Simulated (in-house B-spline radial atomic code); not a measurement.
Binding energies in Fe⁵⁺

NIST's tabulated ground configuration is [Ar] 3d3; each binding energy is the energy of the ion with one electron taken from that subshell, relaxed, less that of the parent. Level of theory: Dirac-Hartree-Fock, average of configuration, Fermi nucleus of rms radius 3.7377 fm; calculated with a radial B-spline atomic code at the basis-set limit. Energies include first-order Breit, QED and recoil terms.

```tsv
subshell	X-ray name	binding energy (eV)	-ε (eV)	relaxation (eV)
1s	K	7219.2	7266.4	35.7
2s	L1	959.2	972.9	12.8
2p1/2	L2	831.5	846.8	14.5
2p3/2	L3	819.4	834.2	14.3
3s	M1	196	198.2	2.1
3p1/2	M2	155	157.2	2.0
3p3/2	M3	153.3	155.4	2.0
3d	M4,5	96.49	98.25	1.78
```

Relaxation = -ε minus the binding energy without Breit, QED and recoil terms.

Emission lines follow as differences of binding energies, with λ = 12398.42 eV·Å / E:

| line | holes | energy (eV) | wavelength (Å) |
| --- | --- | --- | --- |
| K-L3 | 1s → 2p3/2 | 6399.8 | 1.9373 |
| K-L2 | 1s → 2p1/2 | 6387.7 | 1.941 |
| K-M3 | 1s → 3p3/2 | 7065.9 | 1.7547 |
| L1-M3 | 2s → 3p3/2 | 805.9 | 15.385 |
| L3-M1 | 2p3/2 → 3s | 623.4 | 19.888 |

Question: What screening constant σ does Moseley's law, E = (3/4)·13.6057 eV·(Z - σ)², need for K-L3?

Answer: σ = 0.96.

Question: What does it cost to remove both a 3s and a 3p1/2 electron?

Answer: 374.91 eV, which is 23.89 eV more than the two single binding energies together.

Question: What does it cost to remove both a 3p1/2 and a 3d electron?

Answer: 276.46 eV, which is 24.93 eV more than the two single binding energies together.

Question: What does it cost to remove two 3p1/2 electrons?

Answer: 337.16 eV, which is 27.07 eV more than the two single binding energies together.
